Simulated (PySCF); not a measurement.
Zn(I)(OH), HIOZn, SMILES [OH][Zn][I], PBE0/def2-SVP optimised geometry.

```
4

Zn     0.12     0.36     0.00
I     -2.30     0.51     0.00
O      1.89     0.36     0.00
H      2.30    -0.51     0.00
```

Density from PBE0/def2-TZVP, def2 effective core potentials past Kr run with PySCF at that geometry. The core electrons that the potentials of I replace are not part of the density.

Minimum of the electron density along straight lines between bonded atoms, close to the bond critical point (lines longer than 1.1 times the sum of covalent radii, or with two minima, are not listed):

```csv
bond,length / Å,ρ at the minimum / e bohr⁻³,∇²ρ there / e bohr⁻⁵,position (fraction from the first atom)
Zn1–I2,2.420,?,0.11,0.43
Zn1–O3,1.772,0.139,?,0.49
O3–H4,0.962,0.357,?,0.80
```

### Question
What belongs in the gaps?

### Answer

- Zn1–I2, ρ at the minimum / e bohr⁻³: 0.077
- Zn1–O3, ∇²ρ there / e bohr⁻⁵: 0.73
- O3–H4, ∇²ρ there / e bohr⁻⁵: -2.38
